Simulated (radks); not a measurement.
Question: The germanium ion Ge13+ is in [Ar] 3d1. All-electron calculation, non-relativistic Kohn-Sham, PBE, spin-polarised, spherical densities, point nucleus. Program: a radial shooting solver on a logarithmic mesh with Libxc functionals. Open shells are filled with parallel spins first. One electron is removed from 3s, 2p, 3p, 3d in turn, with full relaxation. Which removal costs least, and what does each cost?

Answer: 3d 408.54 eV; 3p 485.20 eV; 3s 534.07 eV; 2p 1659.3 eV. The 3d electron leaves first.
